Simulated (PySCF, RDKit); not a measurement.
Relaxed torsion scan: SMILES C=Cc1ccccc1Cl (C8H7Cl), singlet. Scanned: dihedral C1–C2–C3–C4; all other coordinates were relaxed at GFN2-xTB. Points at φ and −φ are mirror images. Heavy atoms are numbered in the order of the SMILES C=Cc1ccccc1Cl, hydrogens after them in the order of the atoms that carry them; the mirror image has the same energies with the sign of each dihedral reversed.

- MMFF94 // GFN2-xTB (RDKit)
- UFF // GFN2-xTB (RDKit)
- RKS-B3LYP/6-31G* = restricted B3LYP/6-31G*, spherical d, density fitting // GFN2-xTB (PySCF)

Energies in mEh, each method relative to its own lowest point.

```csv
φ / °,MMFF94,UFF,RKS-B3LYP/6-31G*
-160,7.4,8.8,4.2
-140,4.3,3.7,4.9
-120,2.7,3.4,6.4
-100,2.1,5.7,7.3
-80,1.6,5.8,5.6
-60,0.3,2.5,2.7
-40,0.0,0.0,0.5
-20,1.3,0.6,0.0
0,2.3,2.0,0.2
20,1.3,0.6,0.0
40,0.0,0.0,0.5
60,0.3,2.5,2.7
80,1.6,5.8,5.6
100,2.1,5.7,7.3
120,2.7,3.4,6.4
140,4.3,3.7,4.9
160,7.4,8.8,4.2
180,9.6,13.4,4.0
```
